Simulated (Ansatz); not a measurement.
`B[AsH2]` + `[CH2]1[NH][AlH]1` → `B[N]1[CH2][AlH]1` + `[AsH3]` at 700 K and 1 bar (cleavage of the B–As bond).

Computed with Ansatz on PBE0-D4/def2-TZVP structures; ΔE is electronic, products minus reactants. CBS: MP2 limit from def2 TZ/QZ plus the TZ coupled-cluster correction, frozen cores. For As outer-core shells are correlated without core-valence functions, which leaves a few kJ/mol of doubt a bond. Scalar relativity is left out up to krypton.

| species | CCSD(T)/CBS energy (Eh) | H − E (kJ/mol) | S (J/(mol·K)) |
| --- | --- | --- | --- |
| `B[AsH2]` | -2262.17165 | 138.8 | 334.6 |
| `[CH2]1[NH][AlH]1` | -337.12157 | 175.3 | 344.6 |
| `B[N]1[CH2][AlH]1` | -362.54602 | 220.9 | 401.2 |
| `[AsH3]` | -2236.79077 | 87.1 | 262.7 |

H − E and S are ideal-gas, rigid-rotor, harmonic terms from PBE0-D4/def2-TZVP. 1 Eh = 2625.50 kJ/mol, R = 8.31446 J/(mol·K).

Q: By hand: ΔE, ΔH, ΔS and ΔG.

A: ΔE = (-362.54602) + (-2236.79077) − (-2262.17165) − (-337.12157) = -0.04357 Eh = -114.4 kJ/mol. Δ(H − E) = 220.9 + 87.1 − 138.8 − 175.3 = -6.1, so ΔH = -120.5 kJ/mol. ΔS = 401.2 + 262.7 − 334.6 − 344.6 = -15.3 J/(mol·K). ΔG = -120.5 − 700 × (-15.3)/1000 = -109.8 kJ/mol.

Q: By hand: the equilibrium constant, and the temperature at which ΔG would vanish if ΔH and ΔS stayed fixed.

A: log₁₀ K = −ΔG/(RT ln 10) = 8.2. ΔG = 0 at ΔH/ΔS = 7876 K, far beyond where these terms or the molecules hold.

ΔH outweighs TΔS. A doubt of 5 kJ/mol in ΔE shifts log₁₀ K by 0.4 here. These are equilibria of isolated gas molecules and say nothing of rates. Largest T1 diagnostic: 0.015 (customary marks: 0.02 for closed shells, 0.045 for open ones).
